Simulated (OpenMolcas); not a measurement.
W3+: CASPT2 settings compared

| Quantity | Value |
| --- | --- |
| Program | OpenMolcas |
| Basis | ANO-R3 [9s7p6d4f3g2h] |
| Scalar Hamiltonian | X2C, finite nucleus |
| Active space | 3 electrons in 5 orbitals (5d) |
| State averaging | 2S+1 = 4 even, 10 roots; 2S+1 = 2 even, 40 roots |
| Spin-orbit coupling | RASSI with atomic mean-field integrals over the reference wave functions, term energies averaged over their components |

Methods on the same reference wave functions:
A. CASSCF
B. SS-CASPT2, IPEA 0.15 Eh, real shift 0.4 Eh (closed shells correlated: 4f 5s 5p)
C. SS-CASPT2, IPEA 0.6 Eh, imaginary shift 0.25 Eh (closed shells correlated: 4f 5s 5p)
D. SS-CASPT2, IPEA 0.5 Eh, imaginary shift 0.3 Eh (closed shells correlated: none)
E. MS-CASPT2, IPEA 0.15 Eh, real shift 0.4 Eh (closed shells correlated: 4f 5s 5p)

Energies in eV above 5d3 4F 3/2, the measured ground level; measured values from the list in J. Phys. B 45, 035001 (2012).

```json
{"Level": "5d3 4F 3/2", "A": "0.0000", "B": "0.0000", "C": "0.0000", "D": "0.0000", "E": "0.0000", "Measured": "0.0000"}
{"Level": "5d3 4F 5/2", "A": "0.4185", "B": "0.453", "C": "0.446", "D": "0.452", "E": "0.455", "Measured": "0.4386"}
{"Level": "5d3 4F 7/2", "A": "0.8359", "B": "0.859", "C": "0.855", "D": "0.863", "E": "0.862", "Measured": "0.8362"}
{"Level": "5d3 4F 9/2 [70 %]", "A": "1.1999", "B": "1.167", "C": "1.178", "D": "1.181", "E": "1.172", "Measured": "1.1476"}
{"Level": "5d3 4P 1/2 [67 %]", "A": "1.8364", "B": "1.582", "C": "1.628", "D": "1.668", "E": "1.540", "Measured": "1.4597"}
{"Level": "5d3 2G 7/2", "A": "2.2203", "B": "1.936", "C": "1.998", "D": "1.984", "E": "1.939", "Measured": "1.8921"}
{"Level": "5d3 2H 9/2 [55 %]", "A": "2.2932", "B": "2.021", "C": "2.059", "D": "2.068", "E": "2.047", "Measured": ""}
{"Level": "5d3 4P 5/2", "A": "2.4154", "B": "2.178", "C": "2.226", "D": "2.268", "E": "2.179", "Measured": "2.1313"}
{"Level": "5d3 2P 1/2 [67 %]", "A": "2.9231", "B": "2.575", "C": "2.621", "D": "2.641", "E": "2.469", "Measured": "2.2769"}
{"Level": "5d3 2H 11/2", "A": "3.1105", "B": "2.750", "C": "2.794", "D": "2.814", "E": "2.794", "Measured": "2.7553"}
{"Level": "5d3 2G 9/2 [52 %]", "A": "3.3492", "B": "3.043", "C": "3.097", "D": "3.096", "E": "3.063", "Measured": ""}
{"Level": "5d3 2D 5/2(1)", "A": "3.4174", "B": "2.979", "C": "3.057", "D": "2.992", "E": "2.989", "Measured": "2.8227"}
{"Level": "5d3 2P 3/2 [55 %]", "A": "3.8375", "B": "3.446", "C": "3.502", "D": "3.491", "E": "3.359", "Measured": ""}
{"Level": "5d3 2F 7/2", "A": "4.3274", "B": "3.687", "C": "3.758", "D": "3.828", "E": "3.690", "Measured": "3.5227"}
{"Level": "5d3 2F 5/2", "A": "4.3441", "B": "3.680", "C": "3.747", "D": "3.810", "E": "3.684", "Measured": "3.4638"}
{"Level": "5d3 2D 5/2(2)", "A": "6.5041", "B": "5.651", "C": "5.677", "D": "5.659", "E": "5.647", "Measured": "5.3669"}
{"Level": "5d3 2D 3/2(2)", "A": "6.5379", "B": "5.656", "C": "5.678", "D": "5.650", "E": "5.666", "Measured": "5.4233"}
```

Deviations, from unrounded energies. A percentage is the sum of absolute deviations over the sum of measured energies, with the sign that they share, or ± where signs differ.

```tsv
Against measurement	Levels	A	B	C	D	E
mean absolute deviation (cm-1)	13	4100	1000	1300	1400	960
fine structure of the ground term (%)	3	±3.0	+2.3	+2.3	+3.0	+2.8
other terms of the ground configuration (%)	10	+21.0	±5.0	+6.6	+7.1	+4.8
```

B, E lie about equally close to measurement and A furthest from it. The largest miss of E in the table is 5d3 2D 5/2(2), by +2300 cm-1. The ranking rests on the paired levels alone, and a cruder setting can come out closer through cancelling errors.

Among B to E the level of the table that moves most is 5d3 2P 1/2 [67 %], by 1400 cm-1 (lowest in E, highest in D). Moves below CASPT2's spread within the term are not significant.

The mean deviations of B to E differ by less than CASPT2's widest spread within a term (1100 cm-1), so their order carries little weight.

From A to B the spin-free energies of the other terms of 5d3 shown, above 4F, scale by factors of 0.77 to 0.83, as is usual when dynamic correlation screens the repulsion within a d or f shell.

The lowest spin-free term lies below A's lowest term by 0.947 hartree in B, 0.936 hartree in C, 0.015 hartree in D, 0.947 hartree in E.

CASPT2 breaks the degeneracy within a term, and the mean is taken; among the terms shown or strongly mixed into the levels shown the widest spread is 1100 cm-1 (5d3 2H, D). The CASPT2 spread within a term exceeds the gap to the next term for 5d3 2P and 5d3 2H, 5d3 2H and 5d3 2D(1), so the order of their levels is uncertain (figures for B; the like holds for C, D). Without dynamic correlation excited terms often stand tens of per cent too high (terms of higher spin than the ground term too low), and those without a measured partner can miss by more than the paired ones (holds for A). Some levels mix across a computed gap that differs much from the measured one, so their mixing is not that of the real levels (holds for A). Some terms miss by over 15 % even with CASPT2, which points to a basis or an active space too small for the shells correlated (holds for C; D). Measured partners are found by configuration, term and J. A level has none where our copy of the source lacks it or the pairing is in doubt (some pairs that miss far off the trend of their configuration count as doubtful), and it then counts in no deviation. Only configurations of the active space appear. Levels that lie high or do not pair safely by name in every column are left out.

A share in square brackets marks a mixed level and gives the weight of the term that names it, the lowest over the columns. A number in round brackets counts repeated terms of one configuration in the order of the reference energies.
